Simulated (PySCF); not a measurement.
# PbI₄: calculation against measurement

Isolated PbI₄, optimised in PySCF with density fitting and no spin–orbit coupling; def2 sets carry scalar-relativistic core potentials from Rb on. It is a singlet of Td symmetry: PBE0/def2-SVP Pb–I 2.773 Å (×4).

Counting electrons, lead keeps none of its valence electrons outside its bonds, so the VSEPR class is AX4 and the expected shape is tetrahedral (Td), as computed.

Question: The tabulated gas-phase entropy at 298.15 K and 1 bar is 466.26 J/(mol K) (Chase, 1998, NIST Chemistry WebBook). What do rigid-rotor harmonic-oscillator sums give?

Answer: PBE0/def2-SVP 466.9 J/(mol K).

With an element this heavy the missing spin–orbit coupling can shift these numbers.
